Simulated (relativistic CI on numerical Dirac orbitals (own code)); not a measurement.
## Level scheme of Tb⁵⁸⁺

Computed by Dirac-Coulomb-Breit CI, separate exchange-only KLI orbitals for each configuration, model QED, unscaled Slater integrals (own radial code, finite nucleus).

Configurations in the expansion (outside the closed core 1s2): 2s2 2p3, 2s 2p4, 2p5, 2p4 3s, 2p4 3p, 2p4 3d, 2s2 2p2 3s, 2s2 2p2 3p, 2s2 2p2 3d, 2s 2p3 3s, 2s 2p3 3p, 2s 2p3 3d, 2s2 2p2 4s, 2s2 2p2 4p, 2s2 2p2 4d, 2s2 2p2 4f. Levels of other configurations are missing.

The lowest level is 2s2 2p3 2P°_3/2, with 48 % of that term; Hund's rules for 2s2 2p3 give 4S° with J = 3/2, of which the calculation keeps J, while another term leads.

```csv
No.,Configuration,Term,J,E (10³ cm⁻¹),%,Next component (%),Lifetime (s),jj configuration (%)
1,2s2 2p3,2P°,3/2,0.0,48,27 2D°,,2p3/2 (100)
2,2s2 2p3,4S°,3/2,6129.9,55,45 2D°,2.38e-10,2p1/2 2p3/2^2 (100)
3,2s2 2p3,2D°,5/2,6311.9,100,,1.39e-09,2p1/2 2p3/2^2 (100)
4,2s2 2p3,2P°,1/2,6653.2,100,,4.05e-10,2p1/2 2p3/2^2 (100)
5,2s 2p4,4P,5/2,8424.2,71,29 2D,1.10e-12,2s 2p3/2^2 (100)
6,2s 2p4,2S,1/2,9146.1,64,27 4P,2.85e-13,2s 2p3/2^2 (100)
7,2s 2p4,2P,3/2,9159.6,49,35 2D,1.59e-13,2s 2p3/2^2 (99)
8,2s2 2p3,2P°,3/2,12797.0,51,28 2D°,6.77e-11,2p3/2^3 (99)
9,2s 2p4,4P,3/2,14745.6,84,11 2D,3.29e-13,2s 2p1/2 2p3/2^3 (100)
10,2s 2p4,2D,5/2,15055.6,71,29 4P,3.26e-13,2s 2p1/2 2p3/2^3 (100)
11,2s 2p4,2P,1/2,15474.2,63,36 4P,1.27e-13,2s 2p1/2 2p3/2^3 (99)
12,2s 2p4,2D,3/2,15554.2,53,46 2P,1.28e-13,2s 2p1/2 2p3/2^3 (100)
13,2p5,2P°,3/2,18095.0,99,1 2s2 2p3 2P°,1.09e-13,2p3/2^3 (99)
14,2s 2p4,4P,1/2,21742.0,37,36 2S,1.49e-13,2s 2p3/2^4 (99)
15,2p5,2P°,1/2,24434.6,100,,8.06e-14,2p1/2 2p3/2^4 (100)
16,2s2 2p2 3s,4P,1/2,54462.7,47,31 2S,8.31e-15,2p1/2^2 3s (100)
17,2s2 2p2 3p,2P°,1/2,55156.8,46,39 4D°,7.15e-13,2p1/2^2 3p1/2 (100)
18,2s2 2p2 3p,2P°,3/2,57087.8,34,20 4D°,7.16e-13,2p1/2^2 3p3/2 (100)
19,2s2 2p2 3d,2D,3/2,57718.0,42,33 4F,6.56e-15,2p1/2^2 3d3/2 (100)
20,2s2 2p2 3d,2D,5/2,58294.6,35,19 4D,1.20e-15,2p1/2^2 3d5/2 (100)
21,2s2 2p2 3s,4P,3/2,60678.9,88,10 2P,1.22e-14,2p1/2 2p3/2 3s (100)
22,2s2 2p2 3s,2P,1/2,60752.1,67,33 4P,5.73e-15,2p1/2 2p3/2 3s (100)
23,2s2 2p2 3s,2D,5/2,60833.2,64,36 4P,1.13e-14,2p1/2 2p3/2 3s (100)
24,2s2 2p2 3s,2D,3/2,60879.9,64,35 2P,6.09e-15,2p1/2 2p3/2 3s (100)
25,2s2 2p2 3p,4P°,1/2,61367.1,48,28 4D°,1.02e-12,2p1/2 2p3/2 3p1/2 (100)
26,2s2 2p2 3p,4D°,3/2,61416.5,55,22 2D°,9.67e-13,2p1/2 2p3/2 3p1/2 (100)
27,2s2 2p2 3p,2F°,5/2,61523.8,49,31 2D°,7.22e-13,2p1/2 2p3/2 3p1/2 (100)
28,2s2 2p2 3p,2P°,3/2,61796.9,42,26 2D°,3.19e-13,2p1/2 2p3/2 3p1/2 (99)
29,2s 2p3 3s,4P°,5/2,62652.3,45,27 6S°,1.76e-14,2s 2p3/2 3s (94)
30,2s 2p3 3s,2P°,3/2,62865.8,33,26 4S°,7.09e-15,2s 2p3/2 3s (95)
31,2s2 2p2 3p,2P°,1/2,63199.3,25,22 4P°,2.25e-14,2p1/2 2p3/2 3p3/2 (69)
32,2s2 2p2 3p,4D°,5/2,63257.5,52,31 4P°,2.15e-13,2p1/2 2p3/2 3p3/2 (95)
33,2s2 2p2 3p,2D°,3/2,63308.0,51,23 2P°,3.26e-13,2p1/2 2p3/2 3p3/2 (96)
34,2s 2p3 3s,2P°,3/2,63358.7,28,16 2D°,1.99e-14,2s 2p3/2 3s (69)
35,2s2 2p2 3p,2F°,7/2,63367.4,64,36 4D°,6.33e-13,2p1/2 2p3/2 3p3/2 (100)
36,2s 2p3 3s,2P°,1/2,63393.1,25,21 4D°,1.02e-14,2s 2p3/2 3s (61)
37,2s 2p3 3p,4P,3/2,63434.0,29,23 6P,6.77e-15,2s 2p3/2 3p1/2 (98)
38,2s 2p3 3p,2D,5/2,63441.8,24,23 4P,2.74e-15,2s 2p3/2 3p1/2 (98)
39,2s2 2p2 3p,2P°,3/2,63568.5,25,20 4S°,4.52e-14,2p1/2 2p3/2 3p3/2 (69)
40,2s2 2p2 3p,2D°,5/2,63568.6,64,16 2F°,5.11e-13,2p1/2 2p3/2 3p3/2 (99)
41,2s2 2p2 3p,2P°,1/2,63745.4,79,6 4D°,7.74e-14,2p1/2 2p3/2 3p3/2 (91)
42,2s2 2p2 3d,4F,3/2,63946.0,41,27 2P,2.74e-15,2p1/2 2p3/2 3d3/2 (94)
43,2s2 2p2 3d,4F,5/2,63967.5,53,39 2F,1.08e-14,2p1/2 2p3/2 3d3/2 (99)
44,2s2 2p2 3d,4D,1/2,63987.0,71,14 2P,3.98e-15,2p1/2 2p3/2 3d3/2 (93)
45,2s 2p3 3p,2P,1/2,64029.3,30,24 4P,2.13e-15,2s 2p3/2 3p1/2 (83)
46,2s 2p3 3p,2D,3/2,64047.8,29,19 4F,2.77e-15,2s 2p3/2 3p1/2 (83)
47,2s2 2p2 3d,2G,7/2,64092.2,52,25 2F,1.20e-13,2p1/2 2p3/2 3d3/2 (98)
48,2s2 2p2 3d,2D,5/2,64207.6,35,31 2F,1.09e-15,2p1/2 2p3/2 3d3/2 (94)
49,2s2 2p2 3d,2D,3/2,64265.2,41,22 2P,1.36e-15,2p1/2 2p3/2 3d3/2 (87)
50,2s2 2p2 3d,2P,1/2,64332.4,33,31 4P,1.16e-15,2p1/2 2p3/2 3d3/2 (90)
51,2s2 2p2 3d,4D,7/2,64406.1,46,38 4F,4.18e-14,2p1/2 2p3/2 3d5/2 (99)
52,2s2 2p2 3d,2P,3/2,64545.0,38,29 4P,1.41e-15,2p1/2 2p3/2 3d5/2 (97)
53,2s2 2p2 3d,2G,9/2,64562.4,64,36 4F,1.58e-11,2p1/2 2p3/2 3d5/2 (100)
54,2s2 2p2 3d,2F,5/2,64563.5,43,22 4D,1.12e-15,2p1/2 2p3/2 3d5/2 (97)
55,2s2 2p2 3d,2D,5/2,64688.2,61,24 4P,8.01e-16,2p1/2 2p3/2 3d5/2 (97)
56,2s2 2p2 3d,2F,7/2,64750.2,68,13 2G,7.32e-16,2p1/2 2p3/2 3d5/2 (97)
57,2s2 2p2 3d,2D,3/2,64785.1,58,30 2P,1.09e-15,2p1/2 2p3/2 3d5/2 (99)
58,2s2 2p2 3d,2P,1/2,64821.4,59,35 2S,1.01e-15,2p1/2 2p3/2 3d5/2 (99)
59,2s 2p3 3p,4D,7/2,65253.4,48,28 6P,2.02e-13,2s 2p3/2 3p3/2 (98)
60,2s 2p3 3p,4P,3/2,65321.7,32,30 2P,4.91e-15,2s 2p3/2 3p3/2 (98)
61,2s 2p3 3p,4P,5/2,65449.6,38,27 2D,5.29e-15,2s 2p3/2 3p3/2 (98)
62,2s 2p3 3p,2P,1/2,65481.6,39,30 4P,3.01e-15,2s 2p3/2 3p3/2 (99)
63,2s 2p3 3p,2D,5/2,65921.1,31,27 4P,6.74e-15,2s 2p3/2 3p3/2 (99)
64,2s 2p3 3d,4D°,5/2,65949.1,30,20 6D°,1.16e-14,2s 2p3/2 3d3/2 (99)
65,2s 2p3 3d,4D°,3/2,65983.3,28,25 6D°,5.42e-15,2s 2p3/2 3d3/2 (99)
66,2s 2p3 3d,4F°,7/2,66006.8,24,21 4D°,2.56e-13,2s 2p3/2 3d3/2 (94)
67,2s 2p3 3d,4P°,1/2,66008.0,46,29 6D°,1.37e-14,2s 2p3/2 3d3/2 (99)
68,2s 2p3 3p,2P,3/2,66040.7,34,23 2D,7.52e-15,2s 2p3/2 3p3/2 (99)
69,2s 2p3 3p,4P,1/2,66076.3,41,29 2P,7.69e-14,2s 2p3/2 3p3/2 (99)
70,2s 2p3 3d,4F°,9/2,66393.6,50,29 6D°,1.30e-11,2s 2p3/2 3d5/2 (99)
```

Energies count from the lowest computed level; ° marks odd parity; lifetimes are radiative, by E1, M1, E2, M2, E3 decay to levels of this space only. Filled j subshells are mostly left out of the jj labels.

The mean weight of the leading LS term, summed over parents, in these 70 levels is 50 %, and that of the leading jj configuration (from the same eigenvectors) 96 %, so jj coupling describes them better and the LS labels are nominal.

At this charge energies of transitions that change n are usually good to better than 1 %, and those within a shell (Δn = 0) to a few per cent.

LS names give the leading component of a level, which can be under half, so a name can repeat, a term be missing and a line seem to break the LS rules.
